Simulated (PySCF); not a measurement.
1,2,3-selenadiazole, C₂H₂N₂Se, SMILES c1c[se]nn1, point group Cs.

Force field and properties: PBE0/pcSseg-1 (PySCF, grid level 2). Vibrational terms come from second-order perturbation theory with semi-diagonal cubic constants, by steps of ±0.6 along the normal coordinates of each isotopologue. The parent has the commonest isotopes.

Equilibrium geometry in the parent's principal axes a, b, c (Å):

```json
{"atom": "C1", "a": "-1.72", "b": "-0.73", "c": "0.00"}
{"atom": "C2", "a": "-0.48", "b": "-1.29", "c": "0.00"}
{"atom": "Se3", "a": "0.80", "b": "0.02", "c": "0.00"}
{"atom": "N4", "a": "-0.68", "b": "1.26", "c": "0.00"}
{"atom": "N5", "a": "-1.76", "b": "0.63", "c": "0.00"}
{"atom": "H6", "a": "-2.66", "b": "-1.27", "c": "0.00"}
{"atom": "H7", "a": "-0.26", "b": "-2.35", "c": "0.00"}
```

Ground-state constants (MHz). Parent: 8176.0, 3438.4, 2418.9. A species with one ¹³C: 7963.6, 3433.2, 2397.4.

Q: Which position carries the label?

A: Moments I = 505379/B are 61.8122, 146.9796, 208.9291 and 63.4614, 147.2054, 210.8059 u Å². With M = 133.9383 u and Δm = 1.0034 u, μ = MΔm/(M + Δm) = 0.9959 u. Kraitchman's equations give |a|, |b|, |c| = 0.472, 1.289, 0.031i Å. That is C2, whose equilibrium values are 0.479, 1.286, 0.000 Å. An imaginary value marks an atom near a principal plane, where vibrational terms outweigh the coordinate.
